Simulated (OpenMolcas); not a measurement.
Re5+ among 5 point charges of -2 e arranged as a trigonal bipyramid (D3h), 1.81 Å from the ion, with the axial distance 1.973 Å.

```json
{
  "Program": "OpenMolcas",
  "Method": "SS-CASPT2, IPEA 0.25 Eh, imaginary shift 0.1 Eh (closed shells correlated: 4f 5s 5p)",
  "Basis": "ANO-RCC-VDZP [7s6p4d2f1g]",
  "Scalar Hamiltonian": "DKH2, point nucleus",
  "Active space": "2 electrons in 5 orbitals (5d)",
  "State averaging": "2S+1 = 3 even, 10 roots; 2S+1 = 1 even, 15 roots",
  "Spin-orbit coupling": "state interaction with AMFI integrals over the reference wave functions"
}
```

Problem. What is the spin-free ground state (labels of D3, the rotations of D3h)?

Solution. 3A2, 1-fold in its orbital part, 97 % from free-ion F terms; it has the highest spin that d2 allows.

Problem. Where is the first state of the same spin?

Solution. 3A1 at 2850 cm-1 above the ground state.

Problem. What are the lowest two levels with spin-orbit coupling?

Solution. A 1-fold level A1, then a 2-fold level E 1170 cm-1 above it. Their leading multiplicities are 3 (94 %) and 3 (90 %).

Problem. What is χT at 300 K, and how does it compare with the textbook value?

Solution. The lowest level has 2S+1 = 3, for which the spin-only value is χT = S(S+1) / 2 = 1.000 cm3 K/mol (g = 2). The computed 0.045 at 300 K differs by -0.955, through orbital momentum, spin-orbit coupling and any other state in reach.

Roots that are degenerate in the reference are averaged as groups; the widest CASPT2 spread within a group is 86 cm-1 (the 2-fold group of multiplicity 3 near 15900 cm-1 above the lowest state of its run). Shifts and gaps below about the spread of the groups concerned are not significant. Spin-orbit coupling mixes the spin-free states strongly: the lowest level takes only 56 % from its leading state, 3A2. Free-ion shares, where given, are those of the reference states; single-state CASPT2 does not remix them. Point charges carry no covalency, so the field is a model and not that of real ligands. No measured value stands beside these numbers.
